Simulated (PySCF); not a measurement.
CdTe, SMILES [Cd]=[Te]. Atoms are numbered in the order given.

```xyz
2

Cd     0.0000     0.0000    -1.3250
Te     0.0000     0.0000     1.2231
```
Charge 0, spin multiplicity 1.

Geometry: PBE0-D3(BJ)/def2-TZVP. The def2 effective core potentials stand for the cores of Cd, Te; spin–orbit coupling is left out.

These are PBE/def2-TZVPD (PySCF) values and carry that method's errors.

Gas-phase values at a fixed geometry.

* **total energy**: -435.78977 hartree
* **point group**: C∞v
* **highest occupied level**: -4.94 eV
* **lowest empty level**: -4.70 eV
* **orbital gap**: 0.24 eV
* **dipole moment**: 4.56 D
* **quadrupole, principal values (traceless, Buckingham form, about the centre of nuclear charge)**: -6.05, -6.05, 12.10 D·Å
* **mean static polarisability**: 95.5 bohr³ (14.15 Å³)
* **polarisability, principal values**: 79.8, 79.8, 126.9 bohr³
